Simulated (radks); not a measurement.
Task: Coherent X-ray form factor from a spherical all-electron density. Method: non-relativistic Kohn-Sham, r2SCAN, spin-polarised, spherical densities, point nucleus; meta-GGA in the generalised Kohn-Sham scheme; computed with a radial shooting solver on a logarithmic mesh with Libxc functionals.

sin(theta)/lambda (1/angstrom)  f0 (electrons)
0.05                                    16.811
0.1                                     16.268
0.15                                    15.437
0.2                                     14.412
0.25                                    13.294
0.3                                     12.176
0.4                                     10.191
0.5                                      8.715
0.6                                      7.704
0.8                                      6.443
1                                        5.472
1.25                                     4.317
1.5                                      3.325
2                                        2.071

The species is in the configuration that NIST lists as its ground one. Which atom or ion scatters so?

Result: The scandium ion Sc4+, [Ne] 3s2 3p5. Extrapolating in s^2 from the first two rows gives f0(0) = 17.0, near the electron count 17; among species with that count, the fall with angle is slower the higher Z, and the table is that of Z = 21; from so few rows the species is fixed only to a neighbour or two.
